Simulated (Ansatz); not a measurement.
Isolated molecules relaxed with PBE0-D4/def2-TZVP in Ansatz; ΔE leaves out vibrations. CCSD(T)/CBS adds triple-zeta CCSD(T) − MP2 to the extrapolated MP2 energy (def2 sets, frozen cores). Functionals use def2-TZVPP. B3LYP here is the variant with VWN-RPA as its local correlation; programs differ in this. For Ge outer-core shells are correlated without core-valence functions, which leaves a few kJ/mol of doubt a bond. Scalar relativity is left out up to krypton. One conformer a species, not always the lowest.

`[CH3][GeH2][O]C=S` + `C=C(O)NC` → `C[NH][GeH2][CH3]` + `C=C(O)OC=S`  (formal exchange of groups at a Ge–O bond)

`[CH3][GeH2][O]C=S`:

Cartesian coordinates in Å:
```
C 1.321 -0.796 -1.126
Ge 0.673 0.052 0.485
O -0.861 0.903 -0.023
C -1.995 0.794 0.632
S -3.367 1.542 0.222
H 0.603 -1.541 -1.470
H 1.457 -0.045 -1.905
H 2.278 -1.285 -0.936
H 1.588 1.165 1.013
H 0.258 -0.924 1.600
H -1.956 0.135 1.509
```

`C=C(O)NC`:

```xyz
12

C     1.172    0.633    0.677
C     0.202    0.757   -0.241
O    -0.054    1.904   -0.923
N    -0.652   -0.223   -0.660
C    -0.700   -1.480    0.032
H     1.318   -0.287    1.221
H     1.853    1.451    0.868
H     0.514    2.594   -0.570
H    -1.523    0.130   -1.021
H     0.263   -1.989   -0.049
H    -0.939   -1.374    1.100
H    -1.454   -2.114   -0.434
```

`C[NH][GeH2][CH3]`:

```xyz
13

C    -0.973    1.374   -0.861
N    -0.603    1.093    0.510
Ge    0.818   -0.035    0.829
C     0.619   -1.804    0.012
H    -1.690    2.200   -0.902
H    -0.089    1.697   -1.419
H    -1.412    0.526   -1.407
H    -1.409    0.893    1.085
H     0.934   -0.159    2.359
H     2.060    0.660    0.236
H     0.497   -1.713   -1.069
H    -0.254   -2.317    0.420
H     1.503   -2.413    0.208
```

`C=C(O)OC=S`:

```xyz
10

C     1.521    0.615    0.589
C     0.290    0.209    0.302
O    -0.810    0.338    1.061
O     0.054   -0.416   -0.882
C    -1.165   -0.849   -1.232
S    -1.437   -1.587   -2.633
H     1.735    1.114    1.524
H     2.318    0.446   -0.117
H    -0.571    0.785    1.878
H    -1.935   -0.656   -0.490
```

(1) Is it downhill or uphill in electronic energy at CCSD(T)/CBS, and by how much? (Estimate.)

(2) What do these levels give: r2SCAN-D4, PBE0-D4, B3LYP-D4, ωB97X-V, ωB97M-V, B2PLYP, PBE0, B3LYP, HF/def2-TZVPP, MP2/def2-TZVPP, CCSD(T)/def2-TZVPP, CCSD/CBS(def2)? (An estimate is asked.)

Largest T1 diagnostic among the species: 0.016.

## Answers

(1) Computed: Uphill: ΔE = +0.84 eV.

(2) Computed: r2SCAN-D4 0.88, PBE0-D4 0.86, B3LYP-D4 0.87, ωB97X-V 0.87, ωB97M-V 0.86, B2PLYP 0.88, PBE0 0.87, B3LYP 0.87, HF/def2-TZVPP 0.91, MP2/def2-TZVPP 0.87, CCSD(T)/def2-TZVPP 0.82, CCSD/CBS(def2) 0.85 eV.

In def2-TZVPP, CCSD(T) changes the Hartree–Fock value by −0.09 eV (the triples alone add −0.01 eV) and MP2 by −0.04 eV.
